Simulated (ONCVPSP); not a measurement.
Sc, ONCV: configuration errors across variants

ONCVPSP 4.0.1 input, shortened (lines: element, Z, core and valence counts, functional; n l f; lmax; l rc ep ncon nbas qcut; lloc lpopt rc5 dvloc0; l nproj debl; icmod fcfact rcfact), PBE, scalar-relativistic:

```
  Sc 21.00    5    2        4      upf
    1    0    2.00
    2    0    2.00
    2    1    6.00
    3    0    2.00
    3    1    6.00
    3    2    1.00
    4    0    1.50
    2
    0    2.55    0.00    4    7    3.20
    1    2.85    0.03    4    8    3.30
    2    2.80    0.00    4    9    4.50
    4    5    2.00    3.00
    0    1    1.80
    1    3    3.90
    2    3    0.90
    0    0.00    0.00
```

In the p channel the program set the typed energies aside and used 0.050, 3.950, 7.850 Ha.

All-electron excitation energies from the reference (eV): (1) 3d1 4s2 -2.754; (2) 3d1 4s1 4.143; (3) 3d1 4s0 16.910; (4) 3d1 4s1 4p1 0.025.

Errors AE − PS in meV (a dash: test not solved or not reliable):

```csv
change,(1),(2),(3),(4),bound ghosts,GHOST(+) flags above zero
base,+3.5,+8.4,+234,+12,none,p
d: debl 0.4,+3.5,+8.3,+235,+12,none,p
d: debl 0.8,+3.5,+8.4,+234,+12,none,p
d: debl 1.15,+3.5,+8.4,+234,+12,none,p
d: debl 2.25,+3.5,+8.4,+233,+12,none,p
```

Give the same row for: d: debl 4.2.

+0.8, +3.7, +171, +12; bound ghosts: none; GHOST(+) flags above zero: p, d.
